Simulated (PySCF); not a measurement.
# C₆ coefficients of unlike pairs at UHF

Calculated with PySCF 2.14 from the dipole response of each species, C₆(A,B) = (3/π) ∫ α_A(iu) α_B(iu) du, in atomic units, from isotropic polarisabilities. For ions this is the dispersion term alone; charge-induced terms of lower order in 1/R come first.

| species | configuration | basis | relativity | α (bohr³) | C₆ (like pair) |
| --- | --- | --- | --- | --- | --- |
| Pt(3+) | [Xe] 4f14 5d7 (4F) | def2-QZVPPD with the def2 core potential (60 electrons) (7s5p4d4f2g) | core potential | 5.932 | 33.37 |
| Cl(3+) | [Ne] 3s2 3p2 (3P) | def2-TZVPPD (6s6p4d1f) | none | 4.500 | 12.29 |
| Mg(2+) | [Ne] (1S) | aug-cc-pCVTZ (8s7p5d3f) | none | 0.4180 | 0.4708 |
| Xe(2+) | [Kr] 4d10 5s2 5p4 (3P) | aug-cc-pVTZ-PP with ECP28MDF (6s5p4d2f) | core potential | 12.81 | 88.85 |

Question: Estimate C₆ for Mg(2+) with Cl(3+).

Answer: The integral gives 1.915. The combination rule 2 C_A C_B / (C_A α_B/α_A + C_B α_A/α_B) gives 1.863 and the geometric mean 2.405.

No spin-orbit coupling is included.

The other pairs:

```tsv
pair	C₆
Xe(2+), Cl(3+)	32.98
Xe(2+), Pt(3+)	52.27
Xe(2+), Mg(2+)	4.959
Cl(3+), Pt(3+)	19.71
Mg(2+), Pt(3+)	3.565
```
